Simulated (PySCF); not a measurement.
## Static response to an electric field

Species: C6H10OSi.
Cartesian coordinates in Å at the GFN2-xTB level; atoms count from 1:
```xyz
18
C6H10OSi angstrom
C     -2.7021   -1.2836    0.3576
Si    -2.1275    0.1306   -0.7711
C     -0.3722    0.5957   -0.3118
C      0.2407    1.7850   -0.0270
C      1.5977    1.4962    0.2391
C      1.7325    0.1449    0.0987
C      2.9105   -0.7503    0.2537
O      0.5479   -0.4019   -0.2336
H     -3.7064   -1.6081    0.1011
H     -2.0441   -2.1443    0.2723
H     -2.7094   -0.9799    1.4012
H     -2.1766   -0.3049   -2.1741
H     -2.9578    1.3261   -0.5869
H     -0.2299    2.7470   -0.0100
H      2.3694    2.1920    0.5009
H      3.1236   -1.2672   -0.6819
H      3.7788   -0.1664    0.5441
H      2.7161   -1.5046    1.0158
```

Level: CAM-B3LYP/def2-SVPD (PySCF), static field, nuclei fixed, core orbitals frozen in the response. The polarisability tensor in these axes (au):

```
x   123.04   2.11   8.26
y     2.11  99.77  -0.30
z     8.26  -0.30  76.97
```

Give the principal values, the mean and the anisotropy Δα = √{½[(α1 − α2)² + (α2 − α3)² + (α1 − α3)²]}.

Principal values 75.51, 99.62 and 124.64 au; mean 99.92 au = 14.81 Å³ = 16.48 × 10⁻⁴⁰ C²·m²/J; Δα = 42.55 au (43 % of the mean).

What is the dipole moment, and where does it point?

(0.81, -0.02, 0.59) D, 1.00 D in size, pointing from the negative to the positive side. Measured along this direction, the outermost atoms are H12 and H9 at the negative end and H17 at the positive end.

Directions of the eigenvectors, and the extent of the frame along each?

Largest value along (0.98, 0.08, 0.17), where the nuclei span 7.54 Å; middle along (-0.08, 1.00, -0.04), 4.75 Å; least along (-0.17, 0.03, 0.98), 3.59 Å. The response follows the extents in order.

Estimate the molar refractivity from the static electronic polarisability.

Lorentz–Lorenz: R = (4π/3)N_A α = 2.5225 cm³/(mol·Å³) × 14.81 Å³ = 37.4 cm³/mol, in the limit of long wavelengths.

What would n − 1 = 2πNα be for an ideal gas of these molecules at 350 K and 1 atm, electronic part alone?

N = p/kT = 2.0968 × 10¹⁹ cm⁻³, so n − 1 = 2π × N × 14.81 × 10⁻²⁴ cm³ = 1951 × 10⁻⁶ at long wavelengths.

In TDDFT the mean static polarisability is Σ f/ω² over all singlet excitations (ω in hartree). How much of it do the 8 lowest give? Their energies (eV) and oscillator strengths: 5.71, 0.3649; 6.10, 0.0060; 6.77, 0.0028; 6.81, 0.0016; 6.91, 0.0119; 7.25, 0.0022; 7.38, 0.0316; 7.57, 0.0120.

They add up to 9.27 au, 9.3 % of the 99.92 au; the largest single term is 8.28 au, from the state at 5.71 eV. Terms in order: 8.28, 0.12, 0.04, 0.03, 0.18, 0.03, 0.43, 0.15 au. Higher excitations give the rest. The strengths listed sum to 0.433.

Geometry: GFN2-xTB, one conformer, isolated molecule.
